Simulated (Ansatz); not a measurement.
Isomers of C$_{4}$H$_{4}$Se, relaxed with PBE0-D4/def2-TZVP in Ansatz; electronic energies, one conformer each and not always the lowest. Functionals use def2-TZVPP; CBS adds triple-zeta CCSD(T) − MP2 to the MP2 limit of def2-TZVPP and def2-QZVPP.

Outer-core shells of Se are correlated without core-valence functions. Scalar relativity is left out up to krypton. Spin–orbit coupling is left out.

Task: Order them by energy at frozen-core CCSD(T)/CBS, lowest first. (Best estimate.)
A. `c1cc[se]c1`
B. `C=CC#C[SeH]`
C. `C1=CC[Se]C=1`

Result: A (0.0 kcal/mol), B (48.7 kcal/mol), C (72.5 kcal/mol).

Task: How do B3LYP, PBE-D4, PBE0-D4, r2SCAN-D4 place them (kcal/mol, against `c1cc[se]c1`)? (An estimate is asked.)

Result: Computed: 
| isomer | B3LYP | PBE-D4 | PBE0-D4 | r2SCAN-D4 |
| --- | --- | --- | --- | --- |
| `C=CC#C[SeH]` | 43.1 | 50.1 | 52.2 | 50.6 |
| `C1=CC[Se]C=1` | 70.9 | 67.9 | 73.3 | 70.6 |

B3LYP here is the variant with VWN-RPA as its local correlation; programs differ in this.
